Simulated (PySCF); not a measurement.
CH8N2Si3, SMILES [SiH3]C1=N[Si@H]([SiH2]1)N. Coordinates come from a PBE-D3(BJ)/def2-SVP optimisation. The structure was generated by enumeration; whether it is a known compound was not checked. The values are those of a single conformer.

Computed equilibrium geometry at PBE-D3(BJ)/def2-SVP (PySCF confirms it by a frequency run) as a Z-matrix (one conformer of several):
```
C
N 1 1.3050
Si 2 1.8408 1 103.11
N 3 1.7271 2 120.61 1 -130.23
H 4 1.0216 3 121.45 2 58.67
H 4 1.0221 5 111.73 3 153.44
H 3 1.5030 4 105.92 5 -179.23
Si 1 1.9077 2 122.05 3 -172.58
H 8 1.5022 1 111.97 2 1.34
H 8 1.5073 9 110.01 1 -120.46
H 8 1.5074 9 110.05 10 -118.28
Si 1 1.9577 2 108.14 3 10.50
H 12 1.5120 1 109.22 2 101.36
H 12 1.5137 13 106.79 1 -134.51
```
Charge 0, spin multiplicity 1.
